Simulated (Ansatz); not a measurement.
`[CH3][AlH][O][SiH2][SiH3]` + `B[SeH]` → `B[Se][SiH2][SiH3]` + `[CH3][AlH][OH]`  (ligand exchange at the Si–O bond)

Calculated with Ansatz (gas phase, PBE0-D4/def2-TZVP geometries, no zero-point term in ΔE). CCSD(T)/CBS is the MP2 limit (def2-TZVPP, def2-QZVPP) plus CCSD(T) − MP2 in def2-TZVPP, frozen cores. For Se outer-core shells are correlated without core-valence functions, which leaves a few kJ/mol of doubt a bond. Scalar relativity is left out up to krypton. One conformer a species, not always the lowest.

`[CH3][AlH][O][SiH2][SiH3]`:

```xyz
14

C     1.137   -2.038   -0.197
Al    1.560   -0.722    1.168
O     0.672    0.720    1.202
Si   -0.469    1.762    0.690
Si   -1.661    0.888   -1.135
H     1.769   -2.928   -0.129
H     0.094   -2.361   -0.121
H     1.259   -1.616   -1.200
H     2.679   -0.873    2.273
H    -1.421    2.056    1.799
H     0.165    3.050    0.288
H    -0.747    0.607   -2.278
H    -2.331   -0.391   -0.764
H    -2.704    1.847   -1.594
```

`B[SeH]`:

Cartesian coordinates in Å:
```
B -0.283 0.055 -0.569
Se 1.213 -0.188 0.574
H -1.377 0.200 -0.124
H -0.048 0.052 -1.736
H 0.495 -0.119 1.855
```

`B[Se][SiH2][SiH3]`:

Cartesian coordinates in Å:
```
B -0.014 0.084 -2.372
Se -0.173 -1.570 -1.436
Si 0.748 -0.896 0.566
Si -0.664 0.676 1.562
H 0.466 1.043 -1.850
H -0.412 0.101 -3.494
H 0.866 -2.119 1.403
H 2.108 -0.353 0.314
H -0.851 1.824 0.637
H -1.981 0.040 1.825
H -0.094 1.169 2.846
```

`[CH3][AlH][OH]`:

```xyz
8

C     0.037    1.061    0.692
Al   -0.301   -0.435   -0.497
O     0.802   -1.729   -0.468
H     0.210    1.981    0.125
H     0.909    0.888    1.327
H    -0.824    1.254    1.340
H    -1.537   -0.522   -1.492
H     0.704   -2.499   -1.026
```

| species | CCSD(T)/CBS(def2) energy (Eh) |
| --- | --- |
| `[CH3][AlH][O][SiH2][SiH3]` | -938.90940 |
| `B[SeH]` | -2427.30556 |
| `B[Se][SiH2][SiH3]` | -3007.88916 |
| `[CH3][AlH][OH]` | -358.31021 |

Q: Work out ΔE.

A: ΔE = (-3007.88916) + (-358.31021) − (-938.90940) − (-2427.30556) = 0.01559 Eh = +40.9 kJ/mol.

Largest T1 diagnostic among the species: 0.014.

From PBE to PBE0 (25 % exact exchange), in def2-TZVPP and without D4, ΔE moves by +3.8 kJ/mol. In def2-TZVPP, CCSD(T) changes the Hartree–Fock value by −19.2 kJ/mol (the triples alone add −3.6 kJ/mol) and MP2 by −25.3 kJ/mol.
